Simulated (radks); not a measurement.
Values are calculated unless marked as measured or tabulated.
Problem. All-electron atom: Dy4+ in [Kr] 4d10 4f8 5s2 5p5.75 5f0.25 (fractional occupations, a model configuration). Level of theory: Dirac Kohn-Sham, PBE, spin-unpolarised, spherical densities, finite nucleus; open shells are shared between the two j in proportion to 2j + 1; Fermi nuclear charge, rms radius 5.2218 fm (a radial shooting solver on a logarithmic mesh with Libxc functionals). Some entries of the table are withheld. Estimate them.

orbital,occ.,eigenvalue (hartree),<r^2> (bohr^2)
1s1/2,2,-1971.458,0.0006095
2s1/2,2,-329.8681,0.009463
2p1/2,2,-313.8426,0.006847
2p3/2,4,-284.4398,0.008074
3s1/2,2,-75.09366,0.06277
3p1/2,2,(1),0.05828
3p3/2,4,(2),0.06523
3d3/2,4,-49.96013,0.05172
3d5/2,6,-48.62757,0.05366
4s1/2,2,-16.52579,0.3155
4p1/2,2,-13.76132,(3)
4p3/2,4,-12.38589,(4)
4d3/2,4,-7.82636,0.4155
4d5/2,6,-7.57519,0.4300
5s1/2,2,-3.55957,1.732
5p1/2,1.91667,-2.75680,2.095
5p3/2,3.83333,-2.54602,2.343
4f5/2,3.42857,-2.11492,0.7175
4f7/2,4.57143,-2.07754,0.7349
5f5/2,0.107143,-0.64209,14.37
5f7/2,0.142857,-0.64055,14.48

Solution. 
(1) 3p1/2 eigenvalue (hartree): -68.09808
(2) 3p3/2 eigenvalue (hartree): -61.99314
(3) 4p1/2 <r^2> (bohr^2): 0.3303
(4) 4p3/2 <r^2> (bohr^2): 0.3678
